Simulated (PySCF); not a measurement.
## CsB from Hartree–Fock to correlated methods

State: ³Π (triplet), unpaired electrons σ ↑, π ↑. Set-up: PySCF, scalar-relativistic core potentials, basis sets Cs def2-SVP with ECP46, B def2-SVP. De refers to Cs + B in their high-spin ground configurations, without counterpoise correction. The functionals are run spin-unrestricted. A positive dipole means Cs(−)B(+).

| Level | Re (Å) | ωe (cm⁻¹) | De (eV) | μ (D) | CPU s a point (SCF and correlation, without the integrals) |
| --- | --- | --- | --- | --- | --- |
| UHF | 3.251 | 245 | 0.360 | -11.45 | 0.071 |
| UHF-MP2 | 3.194 | 246 | 0.53 | n/a | 0.11 |
| UHF-SCS-MP2 | 3.198 | 246 | 0.447 | n/a | n/a |
| UHF-CCSD | 3.211 | 231 | 0.460 | n/a | n/a |
| UHF-CCSD(T) | 3.216 | 227 | 0.498 | n/a | 2.3 |
| PBE | 3.199 | 218 | 1.11 | -6.98 | 0.36 |
| BLYP | 3.265 | 201 | 0.91 | -6.48 | 0.25 |
| r²SCAN | 3.199 | 229 | 1.15 | -8.15 | 0.53 |
| r²SCANh | 3.190 | 233 | 1.10 | -8.58 | 0.56 |
| PBE0 | 3.176 | 232 | 1.00 | -8.35 | 0.53 |
| r²SCAN0 | 3.177 | 239 | 1.02 | -9.22 | 0.6 |
| CAM-B3LYP | 3.180 | 238 | 0.80 | -9.29 | 0.55 |

The bond length runs from 3.176 Å (PBE0) to 3.265 Å (BLYP). De spans 0.36 eV (UHF, mean field) to 1.15 eV (r²SCAN, meta-GGA). Correlation at CCSD(T) changes the Hartree–Fock bond energy by +0.14 eV; the triples alone change it by +0.04 eV.

Correlated steps freeze 1 core orbital. Correlated levels converge slowly with the basis: in double zeta they bind strong bonds too weakly, by up to about 1 eV, and carry superposition errors of some tenths. These are scalar-relativistic numbers at best; spin–orbit coupling would shift them, the dissociation energy most. The state was picked by a PBE0 search and need not be the measured ground state.

The whole job (state search and all levels along the bond) took about 1.4 min on 1 thread of Arm Neoverse V1 (shared host), peak memory 0.47 GiB.
